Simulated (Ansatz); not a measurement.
Ligand exchange: GaH(CH3)2 + Bi(CH3)2F → GaH(CH3)F + Bi(CH3)3

Species: GaH(CH3)2, singlet; Bi(CH3)2F, singlet; GaH(CH3)F, singlet; Bi(CH3)3 (trimethylbismuth), singlet. The partners trade CH3 for F: Ga–CH3 and Bi–F bonds give way to Ga–F and Bi–CH3.

Shapes, held fixed at every level: PBE0-D4/def2-TZVP. Programs: Ansatz 0.2.0. Electronic energies: no zero-point or thermal term.

(1) Estimate ΔE of this reaction.

## Answers

(1) The highest level, CCSD(T)/def2-TZVPP, gives ΔE = -54.7 kJ/mol; the levels span -74.4 to -37.8. The column of differences is taken from that level and isn't an error. No measured value is set beside it here. For atoms past krypton def2 sets carry core potentials with scalar relativity. Relativity is left out for Ga unless named. Correlated rows may include outer-core shells of Bi, Ga, which these sets cover unevenly.

| level | kind | ΔE (kJ/mol) | less CCSD(T)/def2-TZVPP |
| --- | --- | --- | --- |
| HF/def2-TZVPP | Hartree–Fock | -50.5 | +4.2 |
| PBE-D4/def2-TZVPP | GGA | -37.8 | +16.9 |
| B3LYP-D4/def2-TZVPP | global hybrid | -41.8 | +12.9 |
| PBE0-D4/def2-TZVPP | global hybrid | -42.7 | +12.0 |
| wB97X-V/def2-TZVPP | range-separated hybrid | -40.2 | +14.5 |
| MP2/def2-SVP | perturbation theory | -74.4 | -19.7 |
| CCSD/def2-SVP | coupled cluster or CI | -70.7 | -16.0 |
| CCSD(T)/def2-TZVPP | coupled cluster or CI | -54.7 | 0.0 |
